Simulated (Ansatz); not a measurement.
CH7FNPSi, SMILES `C[SiH](F)PN` at its PBE0-D4/def2-TZVP geometry, where that method's forces vanish. The species carries charge 0 and has multiplicity 1.

| atom | x (Å) | y (Å) | z (Å) |
| --- | --- | --- | --- |
| C1 | -0.997 | -1.856 | -0.294 |
| Si2 | -0.698 | -0.023 | -0.328 |
| F3 | -1.467 | 0.658 | 0.916 |
| P4 | 1.490 | 0.441 | -0.203 |
| N5 | 1.378 | 2.102 | 0.179 |
| H6 | -0.584 | -2.309 | 0.610 |
| H7 | -0.529 | -2.331 | -1.160 |
| H8 | -2.068 | -2.070 | -0.326 |
| H9 | -1.262 | 0.605 | -1.551 |
| H10 | 1.649 | -0.214 | 1.062 |
| H11 | 2.244 | 2.611 | 0.109 |
| H12 | 0.843 | 2.385 | 0.986 |

Task: For each bond, give half the difference of the two atoms' forces along it (eV/Å; positive pushes the atoms apart) under PBE-D4, r2SCAN-D4, B3LYP-D4, ωB97M-V in def2-TZVPP. (Best estimate.)

Result: Computed: 
```json
{"bond": "C1–Si2", "length (Å)": "1.857", "PBE-D4": "-0.06", "r2SCAN-D4": "-0.02", "B3LYP-D4": "0.06", "ωB97M-V": "0.02"}
{"bond": "C1–H6", "length (Å)": "1.092", "PBE-D4": "0.11", "r2SCAN-D4": "0.00", "B3LYP-D4": "-0.04", "ωB97M-V": "-0.04"}
{"bond": "C1–H7", "length (Å)": "1.093", "PBE-D4": "0.10", "r2SCAN-D4": "-0.02", "B3LYP-D4": "-0.04", "ωB97M-V": "-0.04"}
{"bond": "C1–H8", "length (Å)": "1.093", "PBE-D4": "0.11", "r2SCAN-D4": "0.00", "B3LYP-D4": "-0.05", "ωB97M-V": "-0.05"}
{"bond": "Si2–F3", "length (Å)": "1.613", "PBE-D4": "0.52", "r2SCAN-D4": "0.05", "B3LYP-D4": "0.17", "ωB97M-V": "0.15"}
{"bond": "Si2–P4", "length (Å)": "2.240", "PBE-D4": "-0.03", "r2SCAN-D4": "0.02", "B3LYP-D4": "0.06", "ωB97M-V": "-0.04"}
{"bond": "Si2–H9", "length (Å)": "1.485", "PBE-D4": "0.05", "r2SCAN-D4": "-0.02", "B3LYP-D4": "-0.15", "ωB97M-V": "-0.17"}
{"bond": "P4–N5", "length (Å)": "1.708", "PBE-D4": "0.20", "r2SCAN-D4": "0.12", "B3LYP-D4": "0.20", "ωB97M-V": "0.15"}
{"bond": "P4–H10", "length (Å)": "1.433", "PBE-D4": "0.19", "r2SCAN-D4": "0.01", "B3LYP-D4": "-0.06", "ωB97M-V": "-0.13"}
{"bond": "N5–H11", "length (Å)": "1.007", "PBE-D4": "0.20", "r2SCAN-D4": "-0.01", "B3LYP-D4": "-0.04", "ωB97M-V": "-0.04"}
{"bond": "N5–H12", "length (Å)": "1.008", "PBE-D4": "0.19", "r2SCAN-D4": "0.00", "B3LYP-D4": "-0.04", "ωB97M-V": "-0.06"}
```

B3LYP here is the variant with VWN-RPA as its local correlation; programs differ in this.
